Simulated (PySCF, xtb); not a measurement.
2-bromofuran (C₄H₃BrO), SMILES o1c(ccc1)Br.

Harmonic wavenumbers (cm⁻¹) from GFN2-xTB run with xtb at its own minimum, in rising order: 200, 234, 346, 580, 597, 764, 818, 843, 855, 888, 1031, 1069, 1110, 1171, 1213, 1355, 1449, 1558, 3179, 3193, 3202.

Problem. What does ωB97X-D3(BJ)/def2-SVP run with PySCF give at its own minimum? (Estimate from the structure and the level; the computed values follow.)

Solution. 210, 270, 388, 621, 657, 768, 849, 912, 922, 946, 1026, 1108, 1178, 1237, 1269, 1437, 1556, 1651, 3281, 3299, 3313. Paired by order, the mean absolute difference is 60 cm⁻¹ and the zero-point energies are 36.7 and 38.5 kcal/mol.
